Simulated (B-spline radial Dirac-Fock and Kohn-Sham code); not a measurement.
## Dipole and non-dipole photoemission parameters of Mo²⁺ 4d5/2

System: Mo²⁺, configuration [Kr] 4d4; threshold 25.10 eV (orbital energy of the model). Method: Dirac-Hartree-Slater photoionisation with a Latter tail; cross sections with all multipoles, angular parameters from the dipole term and its interference with E2. Computed with a B-spline atomic structure program.

For linearly polarised light dσ/dΩ = σ/(4π) [1 + β P₂(cos θ) + (δ + γ cos²θ) sin θ cos φ], with θ from the polarisation vector and φ the angle between the beam and the projection of the electron momentum on the plane normal to the polarisation.

```tsv
hν (eV)	σ (kb)	β	γ	δ
53.1	1270	1.453	-0.015	0.006
71.8	169	1.979	0.036	0.003
123	115	-0.223	0.094	-0.029
150	142	0.280	0.035	-0.018
188	141	0.635	-0.001	-0.009
196	138	0.686	-0.005	-0.008
200	137	0.709	-0.007	-0.007
400	56.9	1.194	0.000	0.013
636	21.7	1.296	0.087	0.026
643	21.2	1.297	0.090	0.026
781	13.3	1.302	0.148	0.032
800	12.6	1.302	0.156	0.033
1370	2.97	1.232	0.378	0.056
1460	2.47	1.218	0.409	0.059
1486.9	2.34	1.213	0.419	0.060
2210	0.695	1.099	0.631	0.090
2290	0.620	1.087	0.651	0.094
2390	0.540	1.072	0.675	0.098
2984.4	0.259	0.993	0.799	0.123
3130	0.220	0.976	0.826	0.130
3510	0.148	0.933	0.889	0.146
4000	0.0938	0.883	0.960	0.166
4100	0.0859	0.874	0.973	0.171
6600	0.0149	0.697	1.214	0.271
6620	0.0147	0.696	1.215	0.272
6730	?	?	?	?
7310	0.0101	0.661	1.261	0.298
8047.8	0.00696	0.627	1.304	0.326
8410	0.00586	0.612	1.322	0.339
12200	0.00133	0.490	1.459	0.469
```

**Question.** Give the values at 6730 eV.

**Answer.** σ = 0.0138 kb, β = 0.690, γ = 1.223, δ = 0.276.
